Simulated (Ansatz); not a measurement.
Gas-phase electronic energies from Ansatz, PBE0-D4/def2-TZVP geometries. CBS: MP2 limit from def2 TZ/QZ plus the TZ coupled-cluster correction, frozen cores. This one scheme is used for every species. Functionals use def2-TZVPP. B3LYP here is the variant with VWN-RPA as its local correlation; programs differ in this. Each species was taken in one conformer, which may not be the lowest.

Consider the formal exchange of groups at a C–O bond: `COC([SiH3])=S` + `C=O` → `O=CC([SiH3])=S` + CH₃OH.

Is it downhill or uphill in electronic energy at CCSD(T)/CBS, and by how much? (Best estimate.)

Computed: Downhill: ΔE = -29.0 kJ/mol.

What do these levels give: PBE-D4, r2SCAN-D4, B2PLYP, r2SCAN, PBE0, B3LYP, HF/def2-TZVPP, SCS-MP2/def2-TZVPP, CCSD/def2-TZVPP, CCSD(T)/def2-TZVPP, HF/def2-QZVPP, HF/CBS(def2)? (Best estimate.)

Ansatz gave: PBE-D4 -11.7, r2SCAN-D4 -12.9, B2PLYP -22.0, r2SCAN -13.4, PBE0 -19.7, B3LYP -20.0, HF/def2-TZVPP -30.2, SCS-MP2/def2-TZVPP -30.1, CCSD/def2-TZVPP -30.6, CCSD(T)/def2-TZVPP -27.8, HF/def2-QZVPP -29.9, HF/CBS(def2) -29.8 kJ/mol.

Largest T1 diagnostic among the species: 0.017.

From PBE to PBE0 (25 % exact exchange), in def2-TZVPP and without D4, ΔE moves by −6.7 kJ/mol.
